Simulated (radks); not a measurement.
Valence configurations of Ga II (all share [Ar]). Method: Dirac Kohn-Sham, PBE, spin-unpolarised, spherical densities, finite nucleus; open shells are shared between the two j in proportion to 2j + 1; Fermi nuclear charge, rms radius 3.9973 fm; computed with a radial shooting solver on a logarithmic mesh with Libxc functionals. Energies are relative to 3d10 4s2; eigenvalues in eV.

| valence | E (eV) | e(3d3/2) | e(3d5/2) | e(4p1/2) | e(4p3/2) | e(4s1/2) |
|---|---|---|---|---|---|---|
| 3d10 4s2 | 0.000 | -27.696 | -27.234 | - | - | -16.330 |
| 3d10 4s1 4p1 | 7.370 | -29.523 | -29.059 | -10.064 | -9.882 | -17.421 |
| 3d10 4p2 | 14.947 | -31.235 | -30.769 | -10.870 | -10.676 | - |
| 3d9 4s2 4p1 | 22.005 | -37.206 | -36.709 | -11.262 | -11.040 | -19.321 |
| 3d9 4s1 4p2 | 30.303 | -38.856 | -38.358 | -12.018 | -11.784 | -20.249 |
| 3d9 4p3 | 38.774 | -40.425 | -39.926 | -12.719 | -12.474 | - |
| 3d8 4s2 4p2 | 51.829 | -47.297 | -46.765 | -13.196 | -12.919 | -22.108 |
| 3d8 4s1 4p3 | 61.003 | -48.809 | -48.275 | -13.865 | -13.577 | -22.922 |
| 3d7.5 4s1.5 4p3 | 74.666 | -53.279 | -52.728 | -14.449 | -14.138 | -23.834 |
| 3d7 4s2 4p3 | 90.147 | -57.924 | -57.355 | -15.040 | -14.705 | -24.747 |

NIST lists [Ar] 3d10 4s2 as the ground configuration; this level of theory agrees among the configurations tried. The energies are those of spherical spin-averaged densities, not of single terms.
